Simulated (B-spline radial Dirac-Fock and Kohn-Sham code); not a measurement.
**Muonic isotope shifts in carbon**

Level of theory: the Dirac equation of a negative muon with reduced mass in the field of a spherical finite nucleus, with the Uehling potential to all orders; nuclear polarisation, deformation, hyperfine structure, self-energy, higher-order vacuum polarisation, relativistic recoil and electron screening are left out; a B-spline atomic structure program. Nuclear charge: Fermi distribution (skin thickness 2.3 fm); radii from Angeli and Marinova (2013). Reference ¹³C, radius 2.4614 fm: 2p3/2 → 1s1/2 75.32 keV, 3d5/2 → 2p3/2 13.97 keV.

```csv
A,radius (fm),δ⟨r²⟩ (fm²),shift 2p3/2 → 1s (keV),shift 3d5/2 → 2p3/2 (keV)
12,2.4702,+0.043,-0.06,-0.01
14,2.5025,+0.204,+0.03,+0.01
```

Values without a named source are computed, but for edge energies of neutral atoms, which are taken from tables.
